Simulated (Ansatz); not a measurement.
`[SiH3]B1C[SiH2]O1` → `C[Si]1([SiH3])BO1`  (isomerisation)

Calculated with Ansatz (gas phase, PBE0-D4/def2-TZVP geometries, no zero-point term in ΔE). CCSD(T)/CBS adds triple-zeta CCSD(T) − MP2 to the extrapolated MP2 energy (def2 sets, frozen cores). DFT in def2-TZVPP. B3LYP here is the variant with VWN-RPA as its local correlation; programs differ in this.

CCSD(T)/CBS gives +87.3 kJ/mol.

(1) Another level gave +76.8 kJ/mol. Which?
A. PBE/def2-TZVPP
B. B3LYP-D4/def2-TZVPP
C. r2SCAN-D4/def2-TZVPP
D. CCSD(T)/def2-TZVPP

Largest T1 diagnostic among the species: 0.016.

Results:

(1) C. r2SCAN-D4 76.8, PBE 65.9, B3LYP-D4 81.0, CCSD(T)/def2-TZVPP 87.5 kJ/mol.

From PBE to PBE0 (25 % exact exchange), in def2-TZVPP and without D4, ΔE moves by +13.6 kJ/mol. In def2-TZVPP, CCSD(T) changes the Hartree–Fock value by −23.7 kJ/mol (the triples alone add −5.2 kJ/mol) and MP2 by −20.0 kJ/mol.
